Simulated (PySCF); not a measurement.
C4H10BN, SMILES B1(CCC1)NC. Atoms are numbered in the order given.

```xyz
16

C      0.2978    -2.4893     0.0000
N     -0.6009    -1.3636     0.0000
B     -0.2423    -0.0202     0.0000
C     -1.0686     1.3410     0.0000
C      0.3128     2.0585     0.0000
C      1.1532     0.7482     0.0000
H      0.1654    -3.1277    -0.8907
H      1.3346    -2.1258     0.0000
H      0.1654    -3.1277     0.8907
H     -1.5857    -1.6057     0.0000
H     -1.6911     1.5406     0.8877
H     -1.6911     1.5406    -0.8877
H      0.4818     2.6900    -0.8862
H      0.4818     2.6900     0.8862
H      1.7927     0.6107    -0.8876
H      1.7927     0.6107     0.8876
```

Geometry optimised at PBE0-D3(BJ)/def2-SVP. The geometry has at least one imaginary mode, so it is a saddle point at that level. The structure was generated by enumeration, and PubChem lists no compound with its InChIKey, so it may never have been made. One conformer was computed; it need not be the lowest.

The numbers are results of PBE0-D3(BJ)/def2-SVP run with PySCF, not measurements.

Harmonic, unscaled wavenumbers; measured fundamentals usually lie a few per cent lower.

```csv
mode,ν (cm⁻¹),IR (km/mol),moving atoms (share of kinetic energy)
1,87i,0.0,"H 58 %, C 38 %"
2,150,0.9,"H 86 %, N 8 %"
3,169,1.4,"H 49 %, C 25 %, N 19 %"
4,180,0.1,"C 55 %, H 30 %, B 10 %"
5,307,0.2,"H 46 %, B 37 %, N 16 %"
6,433,2.9,"C 58 %, H 23 %, N 13 %"
7,513,14.7,"H 77 %, C 17 %"
8,575,0.1,"N 39 %, C 33 %, H 20 %, B 8 %"
9,692,47.6,H 86 %
10,714,24.3,H 88 %
11,787,0.5,"C 66 %, H 30 %"
12,947,1.0,H 100 %
13,948,0.2,"C 64 %, H 33 %"
14,955,9.2,"H 38 %, B 31 %, C 30 %"
15,970,0.4,"C 57 %, H 37 %"
16,1009,28.8,"H 48 %, B 31 %, C 21 %"
17,1079,2.8,"H 40 %, C 35 %, B 16 %, N 9 %"
18,1133,5.6,"H 58 %, C 36 %"
19,1143,0.5,"H 74 %, C 20 %"
20,1167,24.9,"H 48 %, C 34 %, B 14 %"
21,1182,23.9,"H 36 %, C 33 %, N 26 %"
22,1203,0.8,"H 73 %, C 25 %"
23,1227,0.0,H 93 %
24,1275,17.0,"H 59 %, C 34 %"
25,1361,53.2,"H 66 %, B 24 %, C 10 %"
26,1389,17.9,"H 91 %, C 9 %"
27,1404,6.2,"H 90 %, C 9 %"
28,1445,11.1,"H 82 %, C 17 %"
29,1455,3.7,"H 88 %, C 11 %"
30,1466,4.9,H 97 %
31,1479,25.6,H 91 %
32,1602,266.3,"B 39 %, N 38 %, H 20 %"
33,3031,72.2,H 97 %
34,3066,34.4,H 95 %
35,3069,27.5,H 94 %
36,3077,13.2,H 94 %
37,3101,28.4,"H 90 %, C 10 %"
38,3117,1.0,"H 90 %, C 10 %"
39,3127,0.0,"H 90 %, C 10 %"
40,3140,39.3,"H 90 %, C 10 %"
41,3166,9.4,"H 91 %, C 9 %"
42,3631,18.9,H 93 %
```
